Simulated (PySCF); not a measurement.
Computed IR spectrum (relative IR intensity) of a molecule C4H5ClSi. Geometry optimised at PBE-D3(BJ)/def2-SVP. One conformer was computed; it need not be the lowest. Method: PySCF with PBE-D3(BJ)/def2-SVP. Frequencies are harmonic and unscaled.

Lines under 2 % of the strongest are left out, and lines within 2 cm⁻¹ are merged.

```json
[
 {"ν (cm⁻¹)": "230", "relative intensity": "2.7"},
 {"ν (cm⁻¹)": "366", "relative intensity": "7.1"},
 {"ν (cm⁻¹)": "554", "relative intensity": "6.1"},
 {"ν (cm⁻¹)": "600", "relative intensity": "27"},
 {"ν (cm⁻¹)": "629", "relative intensity": "21"},
 {"ν (cm⁻¹)": "696", "relative intensity": "15"},
 {"ν (cm⁻¹)": "707", "relative intensity": "11"},
 {"ν (cm⁻¹)": "754", "relative intensity": "21"},
 {"ν (cm⁻¹)": "815", "relative intensity": "100"},
 {"ν (cm⁻¹)": "881", "relative intensity": "14"},
 {"ν (cm⁻¹)": "910", "relative intensity": "35"},
 {"ν (cm⁻¹)": "1062", "relative intensity": "10"},
 {"ν (cm⁻¹)": "1332", "relative intensity": "5.3"},
 {"ν (cm⁻¹)": "1619", "relative intensity": "6.4"},
 {"ν (cm⁻¹)": "2085", "relative intensity": "14"},
 {"ν (cm⁻¹)": "2182", "relative intensity": "62"},
 {"ν (cm⁻¹)": "3389", "relative intensity": "24"}
]
```

Problem. Identify the compound among the candidates.
(A) C#C[SiH2]C(=C)Cl
(B) C#C/C(Cl)=C\[SiH3]
(C) ClC1=C[SiH2]C=C1
(D) C=C(Cl)C#C[SiH3]

Solution. A, C#C[SiH2]C(=C)Cl
